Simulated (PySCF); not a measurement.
An element was calculated at r2SCAN (PySCF 2.14, ECP, a triple-zeta basis, no spin-orbit coupling), in the ground configurations that NIST lists.

* electron affinity: 0.570 eV
* first ionisation energy: 6.562 eV
* second ionisation energy: 15.627 eV
* third ionisation energy: 29.876 eV

**Question.** Which element is it?

**Answer.** Technetium (Tc, Z = 43), in aug-cc-pVTZ-PP with ECP28MDF. NIST lists 7.119, 15.26, 29.55 eV for these ionisation energies.
